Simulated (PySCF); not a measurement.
SnCl, SMILES [Cl][Sn+] (connectivity only; charge and spin as stated), charge +1, multiplicity 1. Atoms are numbered in the order given.

```xyz
2

Sn     0.0000     0.0000    -0.5785
Cl     0.0000     0.0000     1.7014
```
Charge +1, spin multiplicity 1.

Coordinates come from a B3LYP-D3(BJ)/def2-TZVP optimisation. The multiplicity is an assumed one; other spin states were not compared. The def2 effective core potentials stand for the cores of Sn; spin–orbit coupling is left out.

Computed with PySCF with M06-2X/def2-TZVPD.

Mulliken values depend strongly on the basis, most of all with diffuse functions as here. ESP charges are fitted to the potential on shells at 1.4 to 2.0 van der Waals radii. Atomic charges (e):

```tsv
atom	ESP fit	Mulliken
Sn1	…	1.27
Cl2	…	-0.27
```

Some entries are withheld; supply them. (An estimate is asked for; the answer gives what the named calculation found.)


- Sn1, ESP fit: 1.06
- Cl2, ESP fit: -0.06
